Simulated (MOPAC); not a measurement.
MOPAC input (PM6):

```
PM6 FORCE THERMO(298,298) PRECISE LET UHF MS=0.5 GEO-OK AUX(PRECISION=9) THREADS=1
FS

S     0.00000000 1    0.00000000 1   -0.54589014 1
F     0.00000000 1    0.00000000 1    0.99648319 1
```

Task: Which zero-point energy does it print?

Result: 0.95 kcal/mol, from the harmonic wavenumbers of PM6.
